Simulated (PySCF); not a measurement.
System (SMILES): [AlH] (AlH) (closed-shell singlet).
Geometry (B3LYP-D3(BJ)/def2-TZVP, fixed):
```xyz
2

Al     0.0000     0.0000    -0.1187
H      0.0000     0.0000     1.5432
```
Charge 0, spin multiplicity 1.

Basis-set convergence of the mean static polarisability at PBE0 with PySCF. All functions are spherical. Density fitting with generated auxiliary sets. No added dispersion term, no relativity. Reference: the value in aug-cc-pV(5+d)Z, 48.05 bohr³, itself unsure by roughly 0.2 % (its mean distance from aug-pcseg-3, aug-cc-pV(Q+d)Z, aug-pcseg-2). Deviations are taken from unrounded values. Cost is core time over that of def2-QZVPPD, rough, on shared machines of one kind; a dash marks a row that isn't timed (too short, read off another run, short of memory, by another algorithm or on other hardware).

```tsv
basis	functions	cost
def2-SVPD	32	-
aug-pcseg-1	36	-
aug-cc-pV(D+d)Z	41	-
def2-TZVPD	52	-
jun-cc-pV(T+d)Z	62	-
def2-TZVPPD	65	-
aug-pcseg-2	73	-
aug-cc-pV(T+d)Z	78	0.6×
def2-QZVPPD	109	1×
aug-cc-pV(Q+d)Z	135	2×
aug-pcseg-3	138	2×
aug-cc-pV(5+d)Z	216	5×
```

### Question
Which is the smallest set listed that can be trusted to 2 % here, that is, within that of the reference together with its larger relatives (same family, alike in diffuse functions; a set with none to test it counts only in the reference's own line)?

### Answer
The smallest set listed that lies within 2 % of the reference with all its larger relatives (same family, alike in diffuse functions; a set with none counts only in the reference's own line) is aug-pcseg-1 (36 functions, 0.2 % off). Value minus reference over the reference: def2-SVPD -3.6, aug-pcseg-1 0.2, aug-cc-pV(D+d)Z -0.8, def2-TZVPD -1.3, jun-cc-pV(T+d)Z -1.5, def2-TZVPPD -1.3, aug-pcseg-2 -0.3, aug-cc-pV(T+d)Z -0.1, def2-QZVPPD -0.2, aug-cc-pV(Q+d)Z -0.1, aug-pcseg-3 -0.1, aug-cc-pV(5+d)Z 0.0 %.
